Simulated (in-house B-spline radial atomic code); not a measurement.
Si²⁺. Computed with a B-spline radial atomic code. Model: non-relativistic spherical atom: semilocal Troullier-Martins pseudo-atom, one channel per l, against all electrons, high spin, G0W0 and RPA with empty states to l = 8, local potential for every l without a channel, a model core (radius 0 = none) keeps its share of the functional.

What the tables leave out is listed at the end.

The pseudopotential gives back the lowest level of each angular momentum of its own functional in the configuration it was made in; a second state of the same l is only approximately right. Exact exchange, RPA and GW see the smooth pseudo-orbitals and miss the exchange with the core, for which the functional's share stands in. The column with an uncorrelated core keeps all orbitals and exact exchange, and so separates missing core correlation from pseudisation. Only the three outermost levels and the lowest empty one were computed. RPA here is direct RPA, with no exchange kernel, and its energies carry an (l + 1/2)⁻⁴ tail. A hybrid on a potential with a model core restores only its own semilocal share of the core's exchange.

Command:
```bash
python run_psgw.py task.json out
```
Settings (lengths in bohr, energies in hartree):
```
Z                      14
electrons              12
configuration          [Ne] 3s2
generated_in           [Ne] 3s2 3p2
functional             lda,vwn
core_shells            1
radius_factor          1.3
core_correction        False
ion_configuration      [Ne] 3s1
```

Cost of the run: 40 s on 1 thread of Arm Neoverse N1, with other jobs on the host.

Given: made with LDA VWN5; model core radius 0 bohr; local radius 0.622 bohr; mean-field start LDA VWN5.

Valence shells of the generating configuration: 2s, 2p, 3s, 3p.

Channel: s 0.598, p 0.756 (radii in bohr).

Computed: largest level miss in the spin-unpolarised generating configuration 0.118 eV; valence RPA correlation energy all-electron orbitals -0.60482 hartree; valence RPA correlation energy pseudo -0.56817 hartree; all-electron RPA polarisability, core included 8.9146 bohr³; ionisation by mean-field all-electron 33.522 eV; ionisation by mean-field pseudo minus all -0.026 eV; ionisation by RPA all-electron 33.922 eV.

```
     level  occupied  mean-field all-electron (eV)  mean-field pseudo minus all (eV)  G0W0 all-electron (eV)  G0W0 uncorrelated core minus all (eV)  G0W0 pseudo minus all (eV)  exchange self-energy all-electron (eV)  exchange self-energy pseudo (eV)
        3s         1                       -28.601                             0.043                 -33.787                                  0.003                      -0.023                                 -15.297                           -15.067
3p (empty)         0                       -20.665                             0.357                 -16.761                                  0.006                        0.28                                 -4.5703                           -4.1566
```

Problem. What is the ionisation by RPA pseudo minus all?

Solution. 0.001 eV.

Problem. What is the pseudo-atom RPA polarisability?

Solution. 8.7906 bohr³.

Given: mean-field start PBE0.

Computed: valence RPA correlation energy all-electron orbitals -0.57613 hartree; all-electron RPA polarisability, core included 8.034 bohr³; pseudo-atom RPA polarisability 7.9626 bohr³; ionisation by mean-field all-electron 33.245 eV; ionisation by mean-field pseudo minus all -0.049 eV; ionisation by RPA pseudo minus all 0.008 eV.

```
     level  occupied  mean-field all-electron (eV)  mean-field pseudo minus all (eV)  G0W0 all-electron (eV)  G0W0 uncorrelated core minus all (eV)  G0W0 pseudo minus all (eV)  exchange self-energy all-electron (eV)  exchange self-energy pseudo (eV)
        3s         1                       -29.632                             0.058                 -33.705                                  0.003                      -0.005                                 -15.055                           -14.829
        2p         1                        -122.3                              0.02                 -132.48                                  0.061                       0.448                                 -67.549                           -65.039
3p (empty)         0                       -19.399                             0.291                 -16.695                                  0.005                       0.286                                 -4.2854                           -3.9275
```

Problem. What is the ionisation by RPA all-electron?

Solution. 33.716 eV.

Problem. What is the valence RPA correlation energy pseudo?

Solution. -0.54175 hartree.

Given: mean-field start Hartree-Fock.

Computed: valence RPA correlation energy all-electron orbitals -0.51495 hartree; valence RPA correlation energy pseudo -0.48546 hartree; all-electron RPA polarisability, core included 6.3346 bohr³; ionisation by mean-field all-electron 31.955 eV; ionisation by RPA all-electron 33.307 eV; ionisation by RPA pseudo minus all 0.011 eV.

| level | occupied | mean-field all-electron (eV) | mean-field pseudo minus all (eV) | G0W0 all-electron (eV) | G0W0 uncorrelated core minus all (eV) | G0W0 pseudo minus all (eV) | exchange self-energy all-electron (eV) | exchange self-energy pseudo (eV) |
| --- | --- | --- | --- | --- | --- | --- | --- | --- |
| 3s | 1 | -32.163 | -0.017 | -33.523 | 0.003 | -0.006 | -14.636 | -14.456 |
| 2p | 1 | -137.16 | 0.434 | -134.5 | 0.067 | 0.501 | -67.646 | -65.081 |
| 3p (empty) | 0 | -15.49 | 0.257 | -16.508 | 0.004 | 0.291 | -3.6169 | -3.3504 |

Problem. What is the ionisation by mean-field pseudo minus all?

Solution. 0.014 eV.

Problem. What is the pseudo-atom RPA polarisability?

Solution. 6.2453 bohr³.

Among the listed levels the largest G0W0 shift of the pseudo-atom is +0.50 eV, for 2p on the Hartree-Fock start, while leaving the core uncorrelated moves that level by +0.07 eV. So pseudisation and the lost core exchange, not the missing core correlation, make the error. Not in the tables (levels of low weight, unsolved or above zero; the highest and the empty levels are kept at any weight): on LDA the G0W0 levels 2p (pseudo minus all +0.36 eV, weights 0.66 and 0.66), 2s (pseudo minus all +0.03 eV, weights 0.24 and 0.29); on PBE0 the G0W0 levels 2s (pseudo minus all -1.57 eV, weights 0.42 and 0.09); on Hartree-Fock the G0W0 levels 2s (pseudo minus all +1.36 eV, weights 0.23 and 0.04).
